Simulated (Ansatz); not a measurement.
Relaxation of BClFH₄N₂ (9 atoms, charge 0, multiplicity 2), to a largest force component of 0.03 eV/Å in at most 50 steps.

Computed with Ansatz 0.2.0, UKS LDA/def2-SVP.

```xyz
9
Properties=species:S:1:pos:R:3
B 0.365 -0.215 0.040
F 0.837 -0.569 1.224
N 1.240 0.244 -0.951
H 0.984 0.417 -1.925
H 2.245 0.295 -0.754
N -1.058 -0.356 -0.167
H -1.622 -0.827 0.572
H -1.607 0.216 -0.830
Cl -1.384 0.796 2.021
```

Question: Where does it end, and by what steps?

Answer: The forces met the threshold. After 11 steps the energy has fallen by 0.269 eV; Cl9 moved furthest, 0.98 Å.

| step | energy less start (eV) | largest force component (eV/Å) | accepted |
| --- | --- | --- | --- |
| 0 | 0.0000 | 0.507 | yes |
| 1 | -0.1276 | 0.265 | yes |
| 2 | -0.1831 | 0.276 | yes |
| 3 | -0.2186 | 0.348 | yes |
| 4 | -0.2475 | 0.290 | yes |
| 5 | -0.2604 | 0.153 | yes |
| 6 | -0.2648 | 0.202 | yes |
| 7 | -0.2672 | 0.120 | yes |
| 8 | -0.2682 | 0.036 | yes |
| 9 | -0.2684 | 0.033 | yes |
| 10 | -0.2683 | 0.074 | no |
| 11 | -0.2685 | 0.006 | yes |

```xyz
9
Properties=species:S:1:pos:R:3
B 0.390 -0.415 0.062
F 0.967 -1.131 1.027
N 1.165 0.288 -0.862
H 0.775 0.957 -1.525
H 2.172 0.382 -0.716
N -1.047 -0.521 -0.043
H -1.586 -1.028 0.666
H -1.617 -0.012 -0.722
Cl -1.219 1.481 1.342
```

Whether the end is a true minimum wasn't checked by a vibrational analysis.

The run took 11 s on 4 threads of Arm Neoverse V2 (shared host), peak memory 0.16 GiB.
